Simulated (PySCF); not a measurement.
Two species compared at the same levels of theory.

First species: C6H9NO.
Z-matrix (Å and degrees, GFN2-xTB geometry), rows numbered from 1:
```
O 
C   1  1.2052
N   2  1.3437  1  125.55
C   3  1.4485  2  123.00  1    -0.01
C   4  1.5432  3  110.71  2   121.75
C   5  1.4992  4  103.79  3   101.72
C   6  1.3217  5  112.04  4    11.37
C   7  1.4992  6  112.01  5     0.18
H   2  1.1073  1  122.61  3  -179.98
H   3  1.0075  2  120.22  1   179.95
H   4  1.0913  3  105.53  2    -0.41
H   5  1.0922  4  111.04  3  -139.65
H   5  1.0915  4  111.46  3   -19.72
H   6  1.0759  5  121.44  4  -169.72
H   7  1.0759  6  126.47  5   178.84
H   8  1.0922  4  111.06  3   139.88
H   8  1.0914  4  111.40  3    19.94
```

Second species: C₆H₉NO.
SMILES: `C=CC(=C)CC(N)=O`

Levels: CAM-B3LYP/def2-SVPD for HOMO energy, LUMO energy, HOMO–LUMO gap and static isotropic polarisability; TDDFT CAM-B3LYP/def2-SVPD for lowest singlet excitation; TDA CAM-B3LYP/def2-SVPD for lowest triplet excitation (Tamm–Dancoff). Geometries: GFN2-xTB. Each structure is a single optimised conformer of the isolated species, non-relativistic unless stated; the electronic structure was computed with PySCF and density fitting.

Dipoles, sizes and rotational constants follow the conformer. The torsions of the flexible species, by atom-mapped SMILES:
- `[CH2:1]=[CH:2][C:3](=[CH2:4])[CH2:5][C:6]([NH2:7])=[O:8]`: C1–C2–C3–C4 -174°, C2–C3–C5–C6 -69°, C3–C5–C6–N7 -48°, H–N7–C6–C5 7°, H–N7–C6–C5 178°

The conformers of `O=CNC1CC=CC1` aren't listed.

```
                                property  column X  column Y
                             HOMO energy  -8.70 eV  -8.30 eV
                             LUMO energy   1.10 eV  -0.10 eV
                           HOMO–LUMO gap   9.80 eV   8.20 eV
               lowest singlet excitation   5.84 eV   5.60 eV
lowest triplet excitation (Tamm–Dancoff)   4.42 eV   3.31 eV
         static isotropic polarisability   78.4 au   84.6 au
```

**Question.** Which column belongs to which species?

**Answer.** Column X is the first species and column Y the second. The first has 17 atoms and 60 electrons, the second 17 and 60.

**Question.** How does each property change from the first species to the second?

**Answer.** HOMO energy +0.40 eV; LUMO energy -1.20 eV; HOMO–LUMO gap -1.60 eV; lowest singlet excitation -0.24 eV; lowest triplet excitation (Tamm–Dancoff) -1.11 eV; static isotropic polarisability +6.2 au.

On the first: The vertical singlet–triplet gap S1 − T1 is 1.42 eV (TDDFT singlet less Tamm–Dancoff triplet). No computed singlet falls in the visible range (750 to 380 nm, 1.65 to 3.26 eV); S1 lies 2.58 eV above its blue end.

On the second: In wavenumbers S1 is 45100 cm⁻¹ (1 eV = 8065.54 cm⁻¹). No computed singlet falls in the visible range (750 to 380 nm, 1.65 to 3.26 eV); S1 lies 2.34 eV above its blue end.
